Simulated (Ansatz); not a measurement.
Reaction (cleavage of the Si–Si bond): `[AlH2][CH2][SiH2][SiH3]` + `O[Si](F)(Cl)Cl` → `F[Si](Cl)(Cl)O[SiH3]` + `[AlH2][CH2][SiH3]`

Program: Ansatz. Geometries: PBE0-D4/def2-TZVP. ΔE: electronic, gas phase. CCSD(T)/CBS is the MP2 limit (def2-TZVPP, def2-QZVPP) plus CCSD(T) − MP2 in def2-TZVPP, frozen cores. Functionals use def2-TZVPP. One conformer a species, not always the lowest.

| level | ΔE (kJ/mol) |
| --- | --- |
| LDA (SPW92) | -57.1 |
| PBE0-D4 | -76.9 |
| r2SCANh-D4 | -89.9 |
| HF/def2-SVP | -140.8 |

Task: What does CCSD(T)/CBS give? (Best estimate.)

Result: Computed: -100.4 kJ/mol. The listed levels differ from it by 43.3, 23.5, 10.5, -40.4 kJ/mol.

Largest T1 diagnostic among the species: 0.012.

Leaving LDA and LC-ωPBE aside and taking each functional with its dispersion term where it has one, the values, not all of them listed here, spread over 50.2 kJ/mol, from BHLYP-D4 to PBE-D4. LDA lies +12.1 kJ/mol from PBE without D4. In def2-TZVPP, CCSD(T) changes the Hartree–Fock value by +46.3 kJ/mol (the triples alone add +6.8 kJ/mol) and MP2 by +39.3 kJ/mol.

CCSD(T)/CBS has its own doubt, a few kJ/mol and more with outer-core shells, so smaller differences from it don't rank the levels.
